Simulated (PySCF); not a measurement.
Choosing a molecule for a target property.

Each SMILES stands for a single optimised conformer of the isolated species, non-relativistic unless stated; the electronic structure was computed with PySCF and density fitting.

The conformers computed, where there is a choice (atom-mapped SMILES and torsion angles):
- `[CH2:1]=[CH:2][c:3]1[cH:4][cH:5][cH:6][s:7]1`: C1–C2–C3–C4 180°
- `[CH3:1][Si:2]([F:3])([F:4])[N:5]=[C:6]=[O:7]`: C1–Si2–N5–C6 -3°
- `[CH3:1]/[CH:2]=[N:3]\[N:4]=[CH:5]\[CH3:6]`: C2–N3–N4–C5 -97°
- `[H]/[P:5]=[C:3](/[O:2][CH3:1])[CH3:4]`: C1–O2–C3–C4 178°

The conformers of `C[C@@H]1OCC(=O)[SiH2]1` aren't listed.

Question: Wanted: lowest triplet excitation (Tamm–Dancoff) above 4 eV (TDA CAM-B3LYP/def2-SVPD) and HOMO energy below -10.4 eV (CAM-B3LYP/def2-SVPD), at GFN2-xTB geometries. Which candidate meets both?
A. `F[Si](N=C=O)(C)F`
B. `C[C@@H]1C[P@@H]1=O`
C. `C[SiH2]Cl`
D. `C=CC1=CC=CS1`
E. `C[C@@H]1OCC(=O)[SiH2]1`

Answer: A. Computed values:
| species | lowest triplet excitation (Tamm–Dancoff) | HOMO energy |
| --- | --- | --- |
| C[C@@H]1OCC(=O)[SiH2]1 | 2.59 eV | -7.98 eV |
| C=CC1=CC=CS1 | 2.84 eV | -7.48 eV |
| C[C@@H]1C[P@@H]1=O | 5.73 eV | -8.56 eV |
| F[Si](N=C=O)(C)F | 6.84 eV | -10.77 eV |
| C[SiH2]Cl | 7.50 eV | -10.12 eV |

Question: Wanted: lowest singlet excitation between 5.1 eV and 7 eV (TDDFT CAM-B3LYP/def2-SVPD) and HOMO–LUMO gap above 9.4 eV (CAM-B3LYP/def2-SVPD), at GFN2-xTB geometries. Which candidate meets both?
A. `C[Si](F)(F)N=C=O`
B. `C[C@@H]1OCC(=O)[SiH2]1`
C. `C=Cc1cccs1`
D. `[C@H]1(C)[P@H](C1)=O`
E. `[H]/P=C(\C)OC`
F. `C[SiH2]Cl`
G. `C/C=N\N=C\C`

Answer: D. Computed values:
```csv
species,lowest singlet excitation,HOMO–LUMO gap
C[C@@H]1OCC(=O)[SiH2]1,3.18 eV,7.65 eV
C=Cc1cccs1,4.61 eV,7.24 eV
C/C=N\N=C\C,5.07 eV,9.09 eV
[H]/P=C(\C)OC,5.18 eV,7.90 eV
[C@H]1(C)[P@H](C1)=O,6.22 eV,9.75 eV
C[Si](F)(F)N=C=O,7.55 eV,11.36 eV
C[SiH2]Cl,7.86 eV,11.23 eV
```

Question: Wanted: electronic spatial extent ⟨r²⟩ about the centre of nuclear charge below 460 bohr² (CAM-B3LYP/def2-SVPD) and dipole moment below 2 D (CAM-B3LYP/def2-SVPD), at GFN2-xTB geometries. Which candidate meets both?
A. `C[Si](F)(F)N=C=O`
B. `C[SiH2]Cl`
C. `N(/N=C/C)=C/C`
D. `[H]/P=C(\C)OC`
E. `C[C@@H]1C[P@@H]1=O`
F. `C=Cc1cccs1`

Answer: B. Computed values:
```
           species  electronic spatial extent ⟨r²⟩ about the centre of nuclear charge  dipole moment
         C[SiH2]Cl                                                          398 bohr²         1.71 D
C[C@@H]1C[P@@H]1=O                                                          514 bohr²         4.11 D
     [H]/P=C(\C)OC                                                          576 bohr²         1.08 D
     N(/N=C/C)=C/C                                                          766 bohr²         2.15 D
        C=Cc1cccs1                                                          854 bohr²         0.71 D
  C[Si](F)(F)N=C=O                                                          996 bohr²         2.92 D
```

Question: Wanted: static isotropic polarisability between 66 au and 80 au (CAM-B3LYP/def2-SVPD) and smallest rotational constant below 3 GHz (GFN2-xTB), at GFN2-xTB geometries. Which candidate meets both?
A. `O=[P@H]1C[C@H]1C`
B. `C(=N/N=C/C)/C`
C. `C[SiH2]Cl`
D. `C[Si](F)(F)N=C=O`
E. `C=Cc1cccs1`

Answer: B. Computed values:
| species | static isotropic polarisability | smallest rotational constant |
| --- | --- | --- |
| C[SiH2]Cl | 52.6 au | 3.356 GHz |
| C[Si](F)(F)N=C=O | 54.8 au | 1.198 GHz |
| O=[P@H]1C[C@H]1C | 60.2 au | 2.765 GHz |
| C(=N/N=C/C)/C | 70.8 au | 1.645 GHz |
| C=Cc1cccs1 | 90.0 au | 1.385 GHz |
